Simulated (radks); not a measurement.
Results of a calculation; reference values are marked as such.
Problem. All-electron atom: Re29+ in [Kr] 4d10 (the NIST ground configuration). Code: a radial shooting solver on a logarithmic mesh with Libxc functionals. Model: scalar-relativistic Kohn-Sham, PBEsol, spin-polarised, spherical densities, finite nucleus; Fermi nuclear charge, rms radius 5.3698 fm. Some entries of the table are withheld. Estimate them.

orbital  occ.  eigenvalue (eV)  <1/r> (bohr^-1)
1s          2        -72630.71            88.69
2s          2              (1)              (2)
2p          6        -11867.71            18.74
3s          2        -3908.969            7.715
3p          6        -3443.014            7.113
3d         10        -2916.236            6.709
4s          2              (3)            3.514
4p          6        -1378.553            3.254
4d         10        -1177.489            3.014
5s          0        -805.0834              (4)
5p          0        -737.0345            1.766

Solution. 
(1) 2s eigenvalue (eV): -13445.69
(2) 2s <1/r> (bohr^-1): 20.74
(3) 4s eigenvalue (eV): -1543.243
(4) 5s <1/r> (bohr^-1): 1.886
